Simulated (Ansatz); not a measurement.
A nudged elastic band was laid between two geometries of ClFH4N2Zr + H2 (11 atoms, charge 0, multiplicity 1).

Level of theory: RHF/def2-SVP (Ansatz).

- movable images: 9
- climbing image: yes
- spring: 5.0 eV/Å²
- optimiser: quadratic models (default)
- start path: through a guess of the saddle point
- force threshold: 0.03 eV/Å
- iteration limit: 60
- end points: relaxed

Initial state:

```xyz
11
Properties=species:S:1:pos:R:3
Zr 0.301 0.077 -0.199
Cl 0.348 0.237 2.212
F 2.080 -0.103 -0.891
N -0.577 1.745 -0.952
H -1.389 1.779 -1.543
H -0.260 2.689 -0.798
N -0.790 -1.510 -0.821
H -1.692 -1.782 -0.465
H -0.490 -2.207 -1.483
H -3.654 -0.534 2.054
H -2.989 -0.391 2.363
```

Final state:

```xyz
11
Properties=species:S:1:pos:R:3
Zr -0.565 -0.436 -0.088
Cl -0.342 1.583 2.889
F 1.205 -0.799 0.576
N -0.951 1.464 -0.723
H -1.304 1.740 -1.624
H -0.766 2.297 -0.191
N -0.967 -1.713 -1.616
H -1.805 -1.711 -2.174
H -0.386 -2.475 -1.927
H -1.838 -0.839 1.247
H -1.391 0.891 3.106
```

Question: Which bonds break or form, and what moves?

Answer: Bonds broken: Zr1–Cl2, H10–H11. Bonds formed: Zr1–H10, Cl2–H11. ClFH4N2Zr + H2 becomes ClH + FH5N2Zr.

Question: Give the energies along the band, and the barrier.

Answer: The forces met the threshold. The highest image is number 7 of 0 to 10, 2.11 eV above the first end and 0.31 eV above the last; the last end lies 1.80 eV above the first. A vibrational analysis at the climbing image gives one clearly imaginary mode, 970i cm⁻¹: a first-order saddle point. The orbitals stay closed-shell, which can raise the energy where a bond breaks towards radicals; this wasn't checked here.

```csv
image,path coordinate (Å),energy (eV),Zr1–Cl2 (Å),H10–H11 (Å),Zr1–H10 (Å)
0,0.00,0.00,2.42,0.75,4.59
1,0.67,0.01,2.42,0.75,4.32
2,1.33,0.04,2.42,0.75,3.88
3,2.00,0.15,2.43,0.75,3.34
4,2.66,0.35,2.45,0.75,2.86
5,3.33,0.61,2.49,0.75,2.48
6,3.99,1.16,2.62,0.78,2.21
7,4.66,2.11,2.89,1.19,1.98
8,5.18,1.93,3.18,1.69,1.91
9,5.70,1.83,3.44,2.11,1.89
10,6.23,1.80,3.60,2.58,1.89
```

Question: What is the geometry of the highest image?

Answer: 
```xyz
11
Properties=species:S:1:pos:R:3
Zr -0.466 -0.199 0.085
Cl -0.269 1.227 2.592
F 1.399 -0.628 0.269
N -1.029 1.561 -0.762
H -1.390 1.681 -1.693
H -0.893 2.469 -0.350
N -1.081 -1.590 -1.250
H -1.996 -1.673 -1.659
H -0.517 -2.357 -1.578
H -1.685 -0.665 1.573
H -1.185 0.174 2.249
```

Question: What are the harmonic wavenumbers there?

Answer: 970i, 76, 111, 158, 161, 175, 220, 254, 309, 335, 499, 544, 580, 600, 678, 686, 687, 1070, 1140, 1381, 1640, 1644, 1721, 3741, 3748, 3826, 3835 cm⁻¹.

Time of the run: 9.9 min on 2 threads of Intel(R) Xeon(R) Platinum 8488C (Sapphire Rapids), with other jobs on the host, peak memory 0.3 GiB.
